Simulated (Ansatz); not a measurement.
A nudged elastic band was laid between two geometries of Cl₄FHZr (7 atoms, charge 0, multiplicity 1).

Method: RKS BHLYP-D4/def2-SVP (Ansatz).

```json
{"movable images": "9", "climbing image": "yes", "spring": "5.0 eV/Å²", "optimiser": "quadratic models (default)", "start path": "through a guess of the saddle point", "force threshold": "0.03 eV/Å", "iteration limit": "60", "end points": "relaxed"}
```

Initial state:

```xyz
7
Properties=species:S:1:pos:R:3
Zr 0.027 0.000 -0.057
F 0.196 0.000 1.836
Cl 2.258 0.000 -0.725
Cl -0.828 1.964 -1.003
Cl -0.828 -1.964 -1.003
Cl -2.724 0.000 1.338
H -2.085 -0.001 2.451
```

Final state:

```xyz
7
Properties=species:S:1:pos:R:3
Zr -0.500 0.000 -0.133
F -0.070 0.002 2.183
Cl 1.848 -0.001 0.021
Cl -0.864 1.875 -1.446
Cl -0.865 -1.875 -1.446
Cl -2.587 0.001 1.137
H -0.946 -0.002 2.520
```

(1) What changes between the two ends?

(2) What energy profile does the band end with?

(3) What is the geometry of the highest image?

(4) What are the harmonic wavenumbers there?

Results:

(1) Bonds broken: Cl6–H7. Bonds formed: F2–H7.

(2) The forces met the threshold. The highest image is number 6 of 0 to 10, 11.9 kcal/mol above the first end and 6.1 kcal/mol above the last; the last end lies 5.8 kcal/mol above the first. A vibrational analysis at the climbing image gives one clearly imaginary mode, 731i cm⁻¹: a first-order saddle point. The orbitals stay closed-shell, which can raise the energy where a bond breaks towards radicals; this wasn't checked here.

```tsv
image	path coordinate (Å)	energy (kcal/mol)	Cl6–H7 (Å)	F2–H7 (Å)
0	0.00	0.0	1.28	2.36
1	0.21	0.3	1.29	2.15
2	0.42	1.1	1.29	1.97
3	0.63	2.8	1.30	1.79
4	0.84	5.5	1.31	1.61
5	1.05	9.3	1.37	1.41
6	1.26	11.9	1.51	1.18
7	1.45	9.9	1.69	1.03
8	1.65	7.5	1.86	0.97
9	1.84	6.2	2.01	0.95
10	2.04	5.8	2.15	0.94
```

(3) 
```xyz
7
Properties=species:S:1:pos:R:3
Zr -0.313 0.000 -0.044
F -0.073 0.000 2.038
Cl 2.009 0.000 -0.248
Cl -0.899 1.910 -1.225
Cl -0.899 -1.910 -1.225
Cl -2.561 0.000 1.394
H -1.248 0.000 2.145
```

(4) 731i, 10, 93, 108, 122, 124, 132, 271, 400, 416, 438, 503, 690, 919, 1441 cm⁻¹.

Time of the run: 3.7 min on 4 threads of Arm Neoverse V2 (shared host), peak memory 0.35 GiB.
